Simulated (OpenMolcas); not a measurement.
**Ca I: effect of the IPEA shift**

```json
{"Program": "OpenMolcas", "Basis": "ANO-RCC-VTZP [6s5p2d1f]", "Scalar Hamiltonian": "DKH2, point nucleus", "Active space": "2 electrons in 4 orbitals (4s 4p)", "State averaging": "2S+1 = 3 even, 3 roots; 2S+1 = 1 even, 6 roots kept (CI in the orbitals of an earlier block); 2S+1 = 3 odd, 3 roots; 2S+1 = 1 odd, 3 roots kept (CI in the orbitals of an earlier block)", "Spin-orbit coupling": "state interaction with AMFI integrals over the reference wave functions, term energies averaged over their components"}
```

Methods on the same reference wave functions:
A. CASSCF
B. SS-CASPT2, IPEA 0 Eh, imaginary shift 0.1 Eh (closed shells correlated: 3s 3p)
C. SS-CASPT2, IPEA 0.25 Eh, imaginary shift 0.1 Eh (closed shells correlated: 3s 3p)

Energies in cm⁻¹ above 4s² ¹S₀, the measured ground level; measured values from NIST Handbook of Basic Atomic Spectroscopic Data.

```tsv
Level	A	B	C	Measured
4s² ¹S₀	0.0	0.0	0.0	0.0
4s 4p ³P°₀	13455	15039	15160	15158
4s 4p ³P°₁	13494	15078	15199	15210
4s 4p ³P°₂	13572	15156	15278	15316
4s 4p ¹P°₁	32109	26162	27719	23652
4p² ³P₀	38339	40374	40669	38418
4p² ³P₁	38376	40411	40706	38465
4p² ³P₂	38449	40499	40778	38552
4p² ¹D₂	43437	40299	42334
```

Deviations, from unrounded energies. A percentage is the sum of absolute deviations over the sum of measured energies, with the sign that they share, or ± where signs differ.

```csv
Against measurement,Levels,A,B,C
mean absolute deviation (cm-1),7,2000,1300,1500
other configurations (%),7,±7.5,±4.7,±5.9
```

B lies closest to measurement on these levels and A furthest from it. The largest miss of B in the table is 4s 4p ¹P°₁, by +2500 cm-1. The ranking rests on the paired levels alone, and a cruder setting can come out closer through cancelling errors.

Between B and C the level of the table that moves most is 4p² ¹D₂, by 2000 cm-1 (lowest in B, highest in C).

The lowest spin-free term lies below A's lowest term by 0.237 hartree in B, 0.236 hartree in C.

Over all roots computed the reference weight is 0.88 to 0.94 in B; the roots of lowest weight are the least certain, and an intruder state may touch them. Terms from blocks run as CI alone lack orbitals of their own. The ¹D term of p² mixes with s d, which this space lacks. Without dynamic correlation excited terms often stand tens of per cent too high (terms of higher spin than the ground term too low), and those without a measured partner can miss by more than the paired ones (holds for A). Measured partners are found by configuration, term and J. A level has none where our copy of the source lacks it or the pairing is in doubt (some pairs that miss far off the trend of their configuration count as doubtful), and it then counts in no deviation. Levels of configurations outside the active space are missing.

° marks odd parity.
